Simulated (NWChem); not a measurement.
Everything below was run with NWChem. System: H3Al, charge 0, spin multiplicity 1, at a geometry optimised with PBE/def2-SVP. The structure started from a generated list of species. Level: G0W0@PBE0/def2-QZVP, RI basis def2-qzvp-rifit.

The NWChem input:

```
start mol
memory heap 200 mb stack 700 mb global 1700 mb
geometry units angstroms nocenter noautoz
  Al     0.000000     0.000000    -0.000001
  H      0.000000     0.000000     1.600824
  H      1.386352     0.000000    -0.800406
  H     -1.386352     0.000000    -0.800406
  symmetry group C2v
end
basis spherical
  * library def2-qzvp
end
basis "ri basis" bse spherical
  * library def2-qzvp-rifit
end
dft
  xc pbe0
  iterations 100
  direct
  tolerances tight
end
task dft energy
gw
  method cdgw
  states alpha occ 4 vir 2
end
task dft gw
```

Part of the output:

```
             Northwest Computational Chemistry Package (NWChem) 7.3.0
             --------------------------------------------------------

                                NWChem Input Module
                                -------------------

 Scaling coordinates for geometry "geometry" by  1.889725989
 (inverse scale =  0.529177249)

 Turning off AUTOSYM since
 SYMMETRY directive was detected!

                             Geometry "geometry" -> ""
                             -------------------------

 Output coordinates in angstroms (scale by  1.889725989 to convert to a.u.)

  No.       Tag          Charge          X              Y              Z
 ---- ---------------- ---------- -------------- -------------- --------------
    1 Al                  13.0000     0.00000000     0.00000000    -0.00000100
    2 H                    1.0000     0.00000000     0.00000000     1.60082400
    3 H                    1.0000     1.38635200     0.00000000    -0.80040600
    4 H                    1.0000    -1.38635200     0.00000000    -0.80040600

 Effective nuclear repulsion energy (a.u.)      13.4646400982

            Nuclear Dipole moment (a.u.)
            ----------------------------
        X                 Y               Z
 ---------------- ---------------- ----------------
     0.0000000000     0.0000000000    -0.0000018897

      Symmetry information
      --------------------

 Group name             C2v
 Group number             16
 Group order               4
 No. of unique centers     3

      Symmetry unique atoms

     1    2    3


 Summary of "ao basis" -> "" (spherical)
 ------------------------------------------------------------------------------
       Tag                 Description            Shells   Functions and Types
 ---------------- ------------------------------  ------  ---------------------
 *                         def2-qzvp                  on all atoms

 new library libraries.bse/

 Summary of "ri basis" -> "" (spherical)
 ------------------------------------------------------------------------------
       Tag                 Description            Shells   Functions and Types
 ---------------- ------------------------------  ------  ---------------------
 *                      def2-qzvp-rifit               on all atoms

                                 NWChem DFT Module
                                 -----------------

 Summary of "ao basis" -> "ao basis" (spherical)
 ------------------------------------------------------------------------------
       Tag                 Description            Shells   Functions and Types
 ---------------- ------------------------------  ------  ---------------------
 Al                        def2-qzvp                22       70   9s6p4d2f1g
 H                         def2-qzvp                10       30   4s3p2d1f

 Summary of "ao basis" -> "ao basis" (spherical)
 ------------------------------------------------------------------------------
       Tag                 Description            Shells   Functions and Types
 ---------------- ------------------------------  ------  ---------------------
 Al                        def2-qzvp                22       70   9s6p4d2f1g
 H                         def2-qzvp                10       30   4s3p2d1f

      Symmetry analysis of basis
      --------------------------

        a1         63
        a2         21
        b1         43
        b2         33

            General Information
            -------------------
[...]
   132     -0.148323  4 H  s                104      0.102202  3 H  s
   134     -0.102202  4 H  s                101      0.079777  3 H  s

 Vector    8  Occ=2.000000D+00  E=-3.144542D-01  Symmetry=a1
              MO Center=  6.1D-10, -3.8D-16,  6.1D-01, r^2= 2.6D+00
   Bfn.  Coefficient  Atom+Function         Bfn.  Coefficient  Atom+Function
  ----- ------------  ---------------      ----- ------------  ---------------
    73      0.260905  2 H  s                 21      0.227428  1 Al pz
    72      0.171269  2 H  s                 24      0.167190  1 Al pz
    12     -0.150753  1 Al pz               103     -0.130450  3 H  s
   133     -0.130450  4 H  s                 74      0.118014  2 H  s
    71      0.092119  2 H  s                102     -0.085634  3 H  s

 Vector    9  Occ=0.000000D+00  E=-6.569967D-02  Symmetry=b2
              MO Center= -6.9D-15, -5.8D-15, -1.9D-06, r^2= 4.4D+00
   Bfn.  Coefficient  Atom+Function         Bfn.  Coefficient  Atom+Function
  ----- ------------  ---------------      ----- ------------  ---------------
    23      0.441299  1 Al py                26      0.386750  1 Al py
    20      0.282933  1 Al py                11     -0.172502  1 Al py

 Vector   10  Occ=0.000000D+00  E= 3.522564D-02  Symmetry=a1
              MO Center= -5.9D-14,  9.9D-15, -5.5D-06, r^2= 4.8D+00
   Bfn.  Coefficient  Atom+Function         Bfn.  Coefficient  Atom+Function
  ----- ------------  ---------------      ----- ------------  ---------------
     9      1.457737  1 Al s                 74     -0.836814  2 H  s
   104     -0.836882  3 H  s                134     -0.836882  4 H  s
     8      0.730925  1 Al s                 47     -0.217902  1 Al d  2
     5     -0.133324  1 Al s                 45     -0.125803  1 Al d  0
    72     -0.118032  2 H  s                102     -0.118038  3 H  s

 Vector   11  Occ=0.000000D+00  E= 3.871006D-02  Symmetry=a1
              MO Center=  1.3D-09, -1.8D-14, -8.1D-01, r^2= 9.9D+00
   Bfn.  Coefficient  Atom+Function         Bfn.  Coefficient  Atom+Function
  ----- ------------  ---------------      ----- ------------  ---------------
    27      1.519920  1 Al pz                74     -1.207560  2 H  s
   104      0.603729  3 H  s                134      0.603729  4 H  s
    24      0.204652  1 Al pz                73      0.151564  2 H  s
    40     -0.133400  1 Al d  0              72     -0.107575  2 H  s
    42      0.077018  1 Al d  2             103     -0.075789  3 H  s

 center of mass
 --------------
 x =   0.00000000 y =   0.00000000 z =  -0.00000094

 moments of inertia (a.u.)
 ------------------
          13.834359623454           0.000000000000           0.000000000000
           0.000000000000          27.668743457941           0.000000000000
           0.000000000000           0.000000000000          13.834383834486

     Multipole analysis of the density
     ---------------------------------

     L   x y z        total         alpha         beta         nuclear
     -   - - -        -----         -----         ----         -------
     0   0 0 0     -0.000000     -8.000000     -8.000000     16.000000

     1   1 0 0      0.000000      0.000000      0.000000      0.000000
     1   0 1 0     -0.000000     -0.000000     -0.000000      0.000000
     1   0 0 1     -0.000011     -0.000004     -0.000004     -0.000002

     2   2 0 0    -13.617028    -13.671999    -13.671999     13.726970
     2   1 1 0     -0.000000     -0.000000     -0.000000      0.000000
     2   1 0 1      0.000000      0.000000      0.000000      0.000000
     2   0 2 0     -8.820215     -4.410108     -4.410108      0.000000
     2   0 1 1     -0.000000     -0.000000     -0.000000      0.000000
     2   0 0 2    -13.617041    -13.671993    -13.671993     13.726946

 Task  times  cpu:       16.8s     wall:       16.8s

                                NWChem Input Module
                                -------------------

                                 NWChem GW Module
                                 ----------------

                             ***********************
                             ***        GW       ***
                             ***********************

 Summary of "ri basis" -> "ri basis" (spherical)
 ------------------------------------------------------------------------------
       Tag                 Description            Shells   Functions and Types
 ---------------- ------------------------------  ------  ---------------------
 Al                     def2-qzvp-rifit             41      167   12s10p9d6f3g1h
 H                      def2-qzvp-rifit             16       56   6s4p3d2f1g

                 Memory Information
                 ------------------
          Available GA per process is          1699.8 MBs
          Available stack per process is        700.0 MBs
          Available heap per process is           0.0 MBs

          Peak memory in Initialization
              Peak GA per process is                  5.3 MBs
              Peak stack per process is               0.4 MBs
              Peak heap per process is                5.5 MBs
              Memory not in MA per process            0.0 MBs

          Peak memory in CDGW Calculation
              Peak GA per process is                  7.0 MBs
              Peak stack per process is               1.7 MBs
              Peak heap per process is                2.5 MBs
              Memory not in MA per process            0.0 MBs

          Computing 2-center integrals
          Computing Inverse Cholesky factor
          Computing 3-center integrals
          Computing Vxc

          Computing Sigma_x
          Computing W(iw) on the imaginary grid
          Solving quasiparticle equations

                  Alpha Orbitals
          State     Energy (eV)     Error (eV)
          -----------------------------------
@GW         5        -79.254           0.004
@GW         6        -14.340           0.002
@GW         7        -11.300           0.002
@GW         8        -11.300           0.002
@GW         9         -0.074           0.004
@GW        10          2.615           0.004

     GW Timing Statistics
   ------------------------
   Init.   :          0.1s
     ERIs  :          1.6s
     Distr.:          0.0s
     Vxc   :          2.4s
   Vmo     :          0.0s
   iW      :          2.2s
   I_n     :          0.0s
   R_n     :          0.1s
   GW total:          6.5s

 Task  times  cpu:        6.5s     wall:        6.5s

 Total times  cpu:       23.3s     wall:       23.3s
```
